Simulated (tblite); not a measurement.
Record of a relaxation.

Species: C6H10BFO.
Numbering: `[F:1][CH2:2][O:3][C:4]1=[CH:5][CH2:6][CH2:7][BH:8][CH2:9]1` (hydrogens: H10, H11 on C2; H12 on C5; H13, H14 on C6; H15, H16 on C7; H17 on B8; H18, H19 on C9)

Computed with GFN2-xTB (tblite), gas phase: L-BFGS steps from a force-field or distance-geometry start until the largest atomic force falls under 0.01 eV/Å. 8 of its 187 geometries are shown.

Step 0: E = -759.6438 eV, largest atomic force 2.375 eV/Å
```
atom  x, y, z in Å  |  force x, y, z in eV/Å
F1     -4.014   -0.232   -1.465    1.149   0.220   0.187
C2     -2.993   -0.082   -0.571    0.695  -0.576   2.063
O3     -1.703   -0.145   -1.117   -1.216  -0.062  -1.577
C4     -0.512   -0.018   -0.444    0.042   0.233   0.099
C5      0.470    0.604   -1.078   -0.568   0.120  -1.219
C6      1.812    0.810   -0.491    0.596   1.804  -1.174
C7      2.313   -0.334    0.321    0.499  -1.451   1.813
B8      1.174   -0.662    1.401    0.244   1.797   0.058
C9     -0.327   -0.571    0.927   -0.814  -0.613   0.398
H10    -3.143    0.871    0.014   -0.095  -0.404  -0.631
H11    -3.071   -0.942    0.170   -0.377   0.511  -0.462
H12     0.268    0.983   -2.098    0.187  -0.156   0.784
H13     1.717    1.756    0.133    0.467  -0.907  -0.505
H14     2.526    1.020   -1.346   -0.543   0.002   0.930
H15     3.243   -0.047    0.884   -0.564  -0.333  -0.859
H16     2.518   -1.234   -0.287    0.115   0.599  -0.029
H17     1.388   -0.271    2.499   -0.019  -0.781   0.029
H18    -0.780   -1.599    0.923    0.063   0.810   0.301
H19    -0.895    0.102    1.617    0.139  -0.814  -0.205
```

Step 27: E = -760.4109 eV, largest atomic force 0.097 eV/Å
```
atom  x, y, z in Å  |  force x, y, z in eV/Å
F1     -3.880   -0.222   -1.389    0.050  -0.005   0.010
C2     -2.872   -0.147   -0.484    0.037   0.015  -0.006
O3     -1.682   -0.235   -1.185   -0.006  -0.004  -0.004
C4     -0.502    0.019   -0.489   -0.086   0.004   0.028
C5      0.467    0.656   -1.135   -0.073  -0.064  -0.009
C6      1.829    0.887   -0.561   -0.053  -0.010  -0.010
C7      2.221   -0.248    0.398    0.002   0.029  -0.031
B8      1.100   -0.487    1.466    0.039  -0.010   0.024
C9     -0.380   -0.494    0.921    0.018   0.012   0.017
H10    -2.975    0.824    0.032   -0.022   0.015   0.038
H11    -3.021   -0.980    0.225   -0.008  -0.013  -0.015
H12     0.280    1.006   -2.139   -0.020   0.007  -0.024
H13     1.830    1.840   -0.024    0.057   0.016   0.038
H14     2.556    0.971   -1.371    0.016  -0.009  -0.011
H15     3.222   -0.068    0.790   -0.014  -0.001   0.027
H16     2.275   -1.162   -0.206    0.078  -0.003   0.024
H17     1.317   -0.675    2.601   -0.021  -0.045  -0.009
H18    -0.746   -1.528    0.953    0.017   0.001  -0.030
H19    -1.050    0.053    1.592   -0.011   0.066  -0.057
```

Step 53: E = -760.4372 eV, largest atomic force 0.029 eV/Å
```
atom  x, y, z in Å  |  force x, y, z in eV/Å
F1     -3.902   -0.158   -1.361    0.003   0.008  -0.002
C2     -2.887   -0.160   -0.461    0.009  -0.002  -0.004
O3     -1.709   -0.186   -1.183    0.005   0.003  -0.010
C4     -0.517    0.042   -0.500   -0.003  -0.015  -0.002
C5      0.469    0.626   -1.169   -0.012  -0.008  -0.002
C6      1.836    0.868   -0.605   -0.011  -0.005  -0.013
C7      2.238   -0.177    0.445   -0.004   0.000  -0.008
B8      1.088   -0.569    1.429    0.001  -0.006   0.028
C9     -0.398   -0.455    0.913    0.008   0.007   0.004
H10    -2.994    0.757    0.144    0.013   0.010   0.005
H11    -3.030   -1.054    0.170   -0.008  -0.018  -0.005
H12     0.285    0.955   -2.180    0.000  -0.002  -0.001
H13     1.856    1.862   -0.143    0.002  -0.007   0.009
H14     2.562    0.881   -1.420    0.007   0.021  -0.010
H15     3.163    0.137    0.931   -0.004  -0.004   0.006
H16     2.486   -1.108   -0.081   -0.001   0.005  -0.006
H17     1.300   -1.004    2.496   -0.010   0.002  -0.009
H18    -0.876   -1.438    0.984    0.003   0.003   0.011
H19    -0.980    0.190    1.583    0.003   0.008   0.010
```

Step 80: E = -760.4665 eV, largest atomic force 0.152 eV/Å
```
atom  x, y, z in Å  |  force x, y, z in eV/Å
F1     -3.802    0.267   -1.349    0.146  -0.022   0.036
C2     -2.875   -0.249   -0.484   -0.009  -0.004   0.014
O3     -1.682   -0.424   -1.156   -0.014  -0.010   0.073
C4     -0.516   -0.023   -0.506   -0.001  -0.048   0.019
C5      0.468    0.519   -1.211   -0.038   0.077  -0.002
C6      1.775    0.901   -0.584   -0.001  -0.003   0.009
C7      2.239   -0.159    0.427    0.016   0.004   0.005
B8      1.105   -0.634    1.396   -0.009  -0.010  -0.097
C9     -0.389   -0.342    0.960   -0.012   0.003   0.017
H10    -2.788    0.471    0.344   -0.071  -0.025  -0.011
H11    -3.295   -1.206   -0.125    0.018   0.054  -0.084
H12     0.325    0.701   -2.263    0.013   0.029  -0.043
H13     1.657    1.850   -0.049   -0.024  -0.006  -0.052
H14     2.529    1.059   -1.359   -0.033  -0.036   0.015
H15     3.132    0.200    0.943    0.012   0.010   0.020
H16     2.572   -1.045   -0.127   -0.034  -0.013   0.001
H17     1.343   -1.214    2.383   -0.046   0.006   0.014
H18    -1.060   -1.172    1.200    0.044   0.011   0.056
H19    -0.748    0.510    1.554    0.042  -0.016   0.008
```

Step 106: E = -760.5797 eV, largest atomic force 0.070 eV/Å
```
atom  x, y, z in Å  |  force x, y, z in eV/Å
F1     -3.243    0.781   -1.256    0.049   0.013  -0.009
C2     -2.873   -0.347   -0.548   -0.018   0.027  -0.015
O3     -1.642   -0.791   -0.929   -0.021   0.012  -0.036
C4     -0.528   -0.138   -0.399   -0.010  -0.012  -0.007
C5      0.393    0.391   -1.194    0.001   0.009   0.025
C6      1.658    0.917   -0.587    0.019  -0.007   0.007
C7      2.234   -0.126    0.392    0.000   0.008  -0.003
B8      1.147   -0.693    1.369    0.017   0.009  -0.012
C9     -0.325   -0.184    1.093    0.014   0.002  -0.003
H10    -2.942   -0.053    0.511   -0.006  -0.036   0.012
H11    -3.606   -1.121   -0.802   -0.018  -0.002   0.017
H12     0.263    0.407   -2.264    0.003   0.010   0.018
H13     1.443    1.832   -0.025   -0.013  -0.008  -0.011
H14     2.378    1.173   -1.364    0.019  -0.039  -0.023
H15     3.100    0.290    0.913   -0.030   0.028   0.002
H16     2.637   -0.961   -0.190   -0.019  -0.003  -0.009
H17     1.400   -1.454    2.220    0.009   0.014   0.020
H18    -1.115   -0.757    1.577    0.023  -0.066  -0.006
H19    -0.388    0.840    1.476   -0.020   0.042   0.031
```

Step 133: E = -760.6065 eV, largest atomic force 0.065 eV/Å
```
atom  x, y, z in Å  |  force x, y, z in eV/Å
F1     -3.145    0.931   -1.224    0.046  -0.027   0.038
C2     -2.881   -0.267   -0.584   -0.031  -0.002   0.015
O3     -1.669   -0.770   -0.949   -0.022   0.003  -0.015
C4     -0.530   -0.180   -0.382   -0.017  -0.028   0.001
C5      0.367    0.393   -1.173    0.001  -0.010   0.010
C6      1.671    0.890   -0.632    0.014  -0.004   0.011
C7      2.244   -0.096    0.400    0.024  -0.017  -0.010
B8      1.193   -0.592    1.449    0.020   0.011   0.015
C9     -0.327   -0.338    1.100    0.007   0.006   0.003
H10    -2.976   -0.050    0.492    0.010   0.003  -0.001
H11    -3.655   -0.971   -0.917    0.025   0.025   0.010
H12     0.169    0.482   -2.229    0.026  -0.002  -0.005
H13     1.521    1.857   -0.143   -0.018   0.016   0.000
H14     2.381    1.043   -1.446   -0.025   0.009  -0.030
H15     3.150    0.328    0.836   -0.018  -0.024   0.026
H16     2.575   -0.994   -0.137    0.007   0.017   0.017
H17     1.502   -1.143    2.436   -0.007   0.021  -0.035
H18    -0.992   -1.110    1.493   -0.021   0.012  -0.039
H19    -0.608    0.597    1.603   -0.021  -0.008  -0.012
```

Step 159: E = -760.6152 eV, largest atomic force 0.017 eV/Å
```
atom  x, y, z in Å  |  force x, y, z in eV/Å
F1     -3.058    1.038   -1.054   -0.005  -0.003   0.007
C2     -2.872   -0.236   -0.553    0.004   0.003   0.006
O3     -1.692   -0.767   -0.982    0.000   0.006   0.004
C4     -0.529   -0.221   -0.414   -0.001  -0.004   0.002
C5      0.375    0.343   -1.202   -0.003  -0.002  -0.001
C6      1.672    0.865   -0.666    0.002  -0.001   0.001
C7      2.243   -0.058    0.423    0.004  -0.003   0.004
B8      1.179   -0.563    1.454   -0.005   0.001   0.008
C9     -0.341   -0.387    1.069   -0.002   0.002   0.001
H10    -2.948   -0.132    0.542   -0.005  -0.006   0.000
H11    -3.687   -0.851   -0.951    0.015  -0.001  -0.006
H12     0.183    0.433   -2.259   -0.005   0.002  -0.001
H13     1.504    1.855   -0.232   -0.001   0.005   0.006
H14     2.387    0.985   -1.482    0.004   0.000  -0.006
H15     3.105    0.422    0.890    0.011  -0.003  -0.008
H16     2.645   -0.955   -0.064    0.002  -0.004   0.004
H17     1.489   -1.072    2.462   -0.011   0.008  -0.010
H18    -0.969   -1.205    1.429   -0.003  -0.003  -0.007
H19    -0.698    0.516    1.581    0.000   0.006  -0.003
```

Step 186: E = -760.6188 eV, largest atomic force 0.009 eV/Å
```
atom  x, y, z in Å  |  force x, y, z in eV/Å
F1     -3.126    1.060   -0.750    0.000  -0.002   0.003
C2     -2.879   -0.280   -0.519    0.001  -0.002  -0.006
O3     -1.688   -0.665   -1.056    0.001  -0.001   0.000
C4     -0.522   -0.169   -0.451    0.002  -0.001   0.000
C5      0.407    0.373   -1.225    0.001   0.000  -0.001
C6      1.723    0.846   -0.689    0.000   0.003   0.000
C7      2.242   -0.072    0.428    0.000   0.003   0.003
B8      1.148   -0.483    1.469   -0.007   0.001   0.003
C9     -0.362   -0.355    1.031    0.000   0.000   0.003
H10    -2.951   -0.405    0.573   -0.002   0.001  -0.002
H11    -3.670   -0.838   -1.034   -0.008   0.002   0.002
H12     0.220    0.479   -2.283   -0.002  -0.001   0.001
H13     1.600    1.855   -0.283   -0.002   0.002  -0.004
H14     2.448    0.911   -1.503    0.001  -0.003   0.003
H15     3.134    0.371    0.876    0.008   0.000   0.003
H16     2.583   -1.009   -0.028    0.002  -0.004  -0.004
H17     1.422   -0.907    2.526   -0.001   0.001  -0.006
H18    -0.953   -1.215    1.360    0.002   0.000  -0.003
H19    -0.786    0.513    1.553    0.002   0.000   0.002
```

Task: Summarise the path.

Result: The energy falls by 0.9751 eV from step 0 to step 186; nine tenths of that is first reached at step 94. It rises by more than 0.2 meV at steps 72, 75, 78, 81, 84, 87, 90 and 96 and others. The largest force goes from 2.375 to 0.009 eV/Å. Among the bonds C6–C7 changes most, from 1.490 to 1.536 Å; the atoms move by 0.694 Å rms after alignment.

The cost below is that of the whole relaxation. The run took 2.1 s on Arm Neoverse N1, one thread, on a shared host.
